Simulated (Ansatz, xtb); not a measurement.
Relative energy of two isomers of CH2OSe

Structure a: `OC=[Se]`, a singlet. Structure b: `O=C[SeH]`, a singlet. Both are isolated molecules in the gas phase, relaxed with PBE0-D4/def2-TZVP; the shapes shown needn't be the lowest conformers.

a (Å):

| atom | x (Å) | y (Å) | z (Å) |
| --- | --- | --- | --- |
| C | -1.5210 | -0.4712 | -0.9460 |
| O | -0.9901 | -0.7016 | 0.2475 |
| Se | -2.0108 | 1.1147 | -1.5085 |
| H | -0.7947 | -1.6414 | 0.3513 |
| H | -1.6359 | -1.3586 | -1.5720 |

b (Å):

```yaml
atoms:
  - { symbol: C, position_ang: [-0.7871, -0.4406, -0.5477] }
  - { symbol: O, position_ang: [0.3881, -0.5651, -0.6794] }
  - { symbol: Se, position_ang: [-2.0695, -1.5199, -1.4996] }
  - { symbol: H, position_ang: [-1.2582, 0.2976, 0.1257] }
  - { symbol: H, position_ang: [-3.2226, -0.8540, -0.8800] }
```

Q: Estimate E(b) − E(a) at the level CCSD(T)/def2-TZVPP.

A: Calculated at CCSD(T)/def2-TZVPP: E(b) − E(a) = −7.0 kcal/mol, so structure b lies lower.

The same difference at several levels:

| level | geometry | E(b) − E(a) (kcal/mol) | departure from the last row (kcal/mol) | job, with rough time for the two |
| --- | --- | --- | --- | --- |
| GFN2-xTB | GFN2-xTB | −1.5 | +5.5 | optimisation, 0.1 s |
| HF/STO-3G | GFN2-xTB | −10.4 | −3.4 | single point, 0.24 s |
| r2SCAN-D4/def2-SVP | GFN2-xTB | −8.7 | −1.7 | single point, 2 s |
| PBE0-D4/def2-TZVP | PBE0-D4/def2-TZVP | −8.0 | −1.1 | optimisation, 21 s |
| HF/def2-TZVPP | PBE0-D4/def2-TZVP | −9.2 | −2.2 | part of the CCSD(T) run |
| MP2/def2-TZVPP | PBE0-D4/def2-TZVP | −6.1 | +0.9 | part of the CCSD(T) run |
| CCSD(T)/def2-TZVPP | PBE0-D4/def2-TZVP | −7.0 |  | single point, 32 s |

As drawn, b has 1 C=O, 1 C–Se, 1 Se–H in place of 1 C–O, 1 C=Se, 1 O–H.

None of the levels shown reverses the order. The largest departure from CCSD(T)/def2-TZVPP is that of GFN2-xTB, 5.5 kcal/mol.

With harmonic frequencies from PBE0-D4/def2-TZVP (ideal gas, rigid rotor, one conformer each, 400 K, 1 atm): the zero-point term adds −2.7 kcal/mol; ΔH is −9.4 and ΔG −10.1 kcal/mol.

The correlated steps freeze 11 core orbitals; the filled d shell of Se is correlated, in a basis made for valence electrons. Run with Ansatz 0.2.0, xtb 6.7.1; the last row on 2 threads of Arm Neoverse V1 on a shared host.
